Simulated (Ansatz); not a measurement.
Geometry optimisation, UKS PBE0/def2-SVP (Ansatz 0.2.0).

The input (input.yaml):

```yaml
crystal:
  periodic: [false, false, false]
  atoms:
    - { symbol: Al, position_ang: [-0.309257, 0.864312, -0.91672] }
    - { symbol: S, position_ang: [0.758228, -1.861693, 1.092934] }
    - { symbol: O, position_ang: [-0.804067, -0.476272, -1.655799] }
    - { symbol: H, position_ang: [0.129102, -1.854461, -0.115012] }
    - { symbol: O, position_ang: [0.16174, 2.285954, -0.250197] }
    - { symbol: H, position_ang: [-0.415504, -2.058819, 1.728096] }
    - { symbol: H, position_ang: [0.479758, 3.10098, 0.116599] }
magnetization:
  spin_polarized: true
basis:
  gaussian: { orbitals: def2-SVP }
hamiltonian:
  xc: pbe0
relax:
  f_tol: 0.03
  max_steps: 50
```

Run as:

```bash
$ ansatz run input.yaml --threads 2 --pin off --max-ram 3072MiB --backend cpu --events-out ev --progress --plain --runs-dir out
```

Q: Where does it end, and by what steps?

A: The forces met the threshold. After 18 steps the energy has fallen by 3.537 eV; H4 moved furthest, 1.75 Å. Parted: S2–H4 (1.36 → 3.69 Å). Joined: Al1–S2 (3.55 → 2.18 Å), O3–H4 (2.27 → 0.96 Å).

```tsv
step	energy less start (eV)	largest force component (eV/Å)	accepted
0	0.0000	0.244	yes
1	-0.1161	0.423	yes
2	-0.2516	1.025	yes
3	-0.4133	0.952	yes
4	-0.7626	2.249	yes
5	-1.5689	2.445	yes
6	-1.9516	3.812	yes
7	-2.5151	1.223	yes
8	-2.7926	1.524	yes
9	-2.9259	2.342	yes
10	-3.1260	1.744	yes
11	-3.2885	0.491	yes
12	-3.3792	0.340	yes
13	-3.4368	0.371	yes
14	-3.5040	0.510	yes
15	-3.5315	0.154	yes
16	-3.5350	0.137	yes
17	-3.5357	0.139	yes
18	-3.5368	0.012	yes
```

```xyz
7
Properties=species:S:1:pos:R:3
Al 0.068 0.252 0.068
S 0.542 -0.856 1.884
O -0.565 -0.442 -1.344
H -0.771 -1.358 -1.528
O 0.373 1.915 0.128
H 0.130 -2.041 1.380
H 0.223 2.531 -0.589
```

Whether the end is a true minimum wasn't checked by a vibrational analysis.

Run time: 36 s on 2 threads of Intel(R) Xeon(R) Platinum 8375C CPU @ 2.90GHz (Ice Lake) (shared host), peak memory 0.23 GiB.
